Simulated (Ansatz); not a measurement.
Molecule: B2H4, charge 0, multiplicity 1. 
Coordinates optimised at B3LYP-D3(BJ)/def2-TZVP (Ansatz, a quantum-chemistry and plane-wave program):
```
B
H 1 1.1966
H 1 1.1966 2 115.74
B 1 1.6266 2 122.13 3 -180.00
H 4 1.1966 1 122.13 2 90.00
H 4 1.1966 5 115.74 1 180.00
```

Computed values are from Ansatz. Correlated levels leave the core frozen unless marked. UHF or UKS for open shells. Spin-orbit coupling is left out. No relativistic terms. Basis-set limits of correlation are two-point, X^-3; Hartree-Fock from the larger set. [CCSD(T)-MP2]/basis is that difference in the basis named.

What is the dipole moment at CCSD(T)/aug-cc-pVDZ?

0.00 D.

What is the vertical triplet-singlet gap at RI-MP2/CBS(aug-cc-pVTZ,aug-cc-pVQZ)+[CCSD(T)-MP2]/aug-cc-pVTZ?

4.58 eV.

What is the atomisation energy De at CCSD(T)/CBS(def2-TZVPPD,def2-QZVPPD)?

1873.4 kJ/mol.

What is the T1 diagnostic at CCSD/def2-QZVPPD?

0.012.

What is the vertical ionisation energy (to the doublet) at RI-MP2/CBS(aug-cc-pVTZ,aug-cc-pVQZ)+[CCSD(T)-MP2]/aug-cc-pVTZ?

11.50 eV.
